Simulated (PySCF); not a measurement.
Simulation results for C₂H₈GeSi

All values are calculated (PySCF 2.14.0). Calculation on a computer-drawn molecule: the log of a Hartree-Fock and frozen-core CCSD(T) single point meant for a local Hartree-Fock minimum, with one planted fault or none, to be diagnosed. Offsets are logged minus clean, where the clean run is the same molecule without the fault. The reference is restricted for singlets and unrestricted otherwise, and also for a bond in bohr or an excited solution. Adding or removing an electron swaps singlet and doublet. The excited solution moves the top pair (singlet) or top alpha electron (doublet) to the lowest empty orbital. Highest occupied and lowest empty are orbital energies over both spins, largest force is the largest gradient component, triples share is (T) over the correlation energy, the T1 limit is 0.02 restricted and 0.045 unrestricted, electrons count all cores, a negative frequency is imaginary (commonest isotopes), and the dipole is about the centre of nuclear charge; on germanium a core potential holds 10 electrons, which the energies leave out, and 3d is frozen in MP2 and coupled-cluster steps.

```json
{"formula": "C2H8GeSi", "logged_structure": {"atoms_angstrom": [["C", 0.9963, 0.4388, -1.8625], ["Ge", -0.4004, 0.0361, -0.8573], ["C", -0.3665, 0.2823, 1.0857], ["Si", -2.3961, -0.8316, -1.8473], ["H", 1.9173, 0.834, -1.4487], ["H", 0.9754, 0.3018, -2.9369], ["H", -1.1496, 0.977, 1.3949], ["H", 0.6023, 0.6822, 1.3875], ["H", -0.5314, -0.67, 1.593], ["H", -3.5435, 0.062, -1.5627], ["H", -2.2003, -0.9333, -3.3102], ["H", -2.7049, -2.1717, -1.2952]]}, "given": {"meant_charge": 0, "meant_multiplicity": 1, "meant_basis": "cc-pV(D+d)Z", "meant_basis_and_core_potential_on_germanium": "cc-pVDZ-PP ECP10MDF", "logged_electrons": 66, "logged_basis_functions": 114, "logged_SCF_converged": "yes", "logged_spin_squared": 2.0287, "logged_highest_occupied [eV]": -5.7295, "logged_lowest_empty [eV]": 0.92415, "logged_largest_force [hartree/bohr]": 0.10104, "logged_T1_diagnostic": 0.011233, "logged_D1_diagnostic": 0.031144, "logged_triples_share": 0.02655, "logged_CC_converged": "yes", "logged_dipole_magnitude [debye]": 1.3558, "logged_SCF_stable_within_its_kind": "yes", "logged_energy_HF [hartree]": -662.59816, "logged_energy_CCSD(T) [hartree]": -663.12359, "possible_faults": "no fault, one electron removed, one electron added, multiplicity raised by two, geometry at a saddle point, SCF held on an excited solution, minimal basis STO-3G, one bond length entered in bohr, all coordinates scaled", "drawn_bonds_atom": [1, 2, 2, 1, 1, 3, 3, 3, 4, 4, 4], "drawn_bonds_other_atom": [2, 3, 4, 5, 6, 7, 8, 9, 10, 11, 12], "drawn_bonds_order": [2, 1, 1, 1, 1, 1, 1, 1, 1, 1, 1]}, "results": {"planted_fault": "multiplicity raised by two", "HF_energy_offset_from_clean_run [kcal/mol]": 35.55, "CCSD(T)_energy_offset_from_clean_run [kcal/mol]": 61.34}}
```
